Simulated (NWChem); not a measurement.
System: C2H6ClFSi; SMILES C(F)[Si@H](C)Cl

Input file for NWChem:

```
start job
memory heap 200 mb stack 900 mb global 1100 mb
geometry units angstroms noautoz
  C     -1.922078     1.094775    -0.204415
  Si    -0.414785     0.148850     0.398337
  Cl     1.311988     1.227847    -0.070749
  C     -0.309969    -1.550994    -0.457392
  F      0.738339    -2.303490     0.062496
  H     -1.893898     1.224799    -1.305016
  H     -2.855642     0.557850     0.063329
  H     -1.958208     2.101208     0.258120
  H     -0.430564    -0.050909     1.885048
  H     -0.170410    -1.426244    -1.556595
  H     -1.269832    -2.102776    -0.311061
end
basis spherical
  * library def2-svp
end
dft
  xc becke97-d
  disp vdw 2
  iterations 150
  mulliken
end
task dft energy
```

All runs use the structure optimised with PBE-D3(BJ)/def2-SVP.

Question: Give the results of this calculation. (B97-D/def2-SVP.) Quantities: energy (Ha); highest occupied level (eV); orbital gap (eV); dipole (D).

Answer: 
```json
{
 "energy (Ha)": "-928.95",
 "highest occupied level (eV)": "-6.81",
 "orbital gap (eV)": "6.77",
 "dipole (D)": "3.02"
}
```
